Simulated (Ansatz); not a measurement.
`N[Si](F)(F)[SiH3]` + HBr → `F[Si](F)([SiH3])Br` + NH₃ at 700 K and 1 bar (ligand exchange at the Si–N bond).

Computed with Ansatz on PBE0-D4/def2-TZVP structures; ΔE is electronic, products minus reactants. CBS: MP2 limit from def2 TZ/QZ plus the TZ coupled-cluster correction, frozen cores. This one scheme is used for every species. For Br outer-core shells are correlated without core-valence functions, which leaves a few kJ/mol of doubt a bond. Scalar relativity is left out up to krypton. Each species was taken in one conformer, which may not be the lowest.

| species | CCSD(T)/CBS energy (Eh) | H − E (kJ/mol) | S (J/(mol·K)) |
| --- | --- | --- | --- |
| `N[Si](F)(F)[SiH3]` | -835.62453 | 236.3 | 496.3 |
| HBr | -2573.91920 | 36.5 | 223.7 |
| `F[Si](F)([SiH3])Br` | -3353.04613 | 162.1 | 486.6 |
| NH₃ | -56.50880 | 116.9 | 226.5 |

H − E and S are ideal-gas, rigid-rotor, harmonic terms from PBE0-D4/def2-TZVP, for one conformer and one mirror image of each species. 1 Eh = 2625.50 kJ/mol, R = 8.31446 J/(mol·K).

By hand: ΔE, ΔH, ΔS and ΔG.

ΔE = (-3353.04613) + (-56.50880) − (-835.62453) − (-2573.91920) = -0.01120 Eh = -29.4 kJ/mol. Δ(H − E) = 162.1 + 116.9 − 236.3 − 36.5 = 6.2, so ΔH = -23.2 kJ/mol. ΔS = 486.6 + 226.5 − 496.3 − 223.7 = -6.9 J/(mol·K). ΔG = -23.2 − 700 × (-6.9)/1000 = -18.4 kJ/mol.

By hand: the equilibrium constant, and the temperature at which ΔG would vanish if ΔH and ΔS stayed fixed.

log₁₀ K = −ΔG/(RT ln 10) = 1.4. ΔG = 0 at ΔH/ΔS = 3362 K, far beyond where these terms or the molecules hold.

The number of gas molecules stays the same, so ΔS is small and ΔH decides. A doubt of 5 kJ/mol in ΔE shifts log₁₀ K by 0.4 here. Other conformers and mirror images would add mixing entropy, several J/(mol·K) or more a flexible species. These are equilibria of isolated gas molecules and say nothing of rates. Largest T1 diagnostic: 0.012 (customary marks: 0.02 for closed shells, 0.045 for open ones).
